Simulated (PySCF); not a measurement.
Geometry:
| atom | x (Å) | y (Å) | z (Å) |
| --- | --- | --- | --- |
| B1 | 0.003 | -0.006 | 0.005 |
| N2 | 1.421 | 0.000 | -0.014 |
| C3 | 2.616 | -0.012 | -0.027 |
| S4 | 4.184 | -0.025 | -0.044 |
| N5 | -0.711 | 1.220 | 0.007 |
| C6 | -1.289 | 2.266 | 0.001 |
| S7 | -2.048 | 3.638 | -0.007 |
| N8 | -0.700 | -1.238 | 0.024 |
| C9 | -1.290 | -2.278 | 0.027 |
| S10 | -2.062 | -3.642 | 0.033 |

PySCF 2.14.0 with density-fitted response routines calculation with coordinates at the PBE0-D3(BJ)/def2-SVP level and σ from GIAO-B3LYP/pcSseg-1; one conformer, rapidly exchanging positions averaged, relativity neglected, no solvent.

δ = σ(ref) − σ, references computed at the same level: $^{13}$C (σref 179.24) vs TMS; $^{11}$B (σref 97.83) against BF3·OEt2; $^{15}$N (σref 263.54) against NH3; CS2 for $^{33}$S (σref 485.41).

```
    atoms   nucleus  count  δ (ppm)
 N2/N5/N8  $^{15}$N      3        ?
S4/S7/S10  $^{33}$S      3        ?
 C3/C6/C9  $^{13}$C      3    142.0
       B1  $^{11}$B      1     -9.2
```

**Question.** Fill in the missing shifts.

**Answer.** 
- N2/N5/N8: 148.4 ppm, nitrogen bonded to C, B
- S4/S7/S10: -179 ppm, sulfur bonded to C

Shifts are as computed. Against solution values, carbons near 30 ppm lie about +2 ppm off and those near 130 ppm about +6 ppm. Of 1211 compounds with measured shifts, 218 miss one by over three times the rms of a fit or turn the order of signals round; such compounds aren't used in these exercises. Experimental scales use liquid or dissolved standards, which lie at an offset from isolated NH3 (liquid NH3: subtract about 20 ppm).
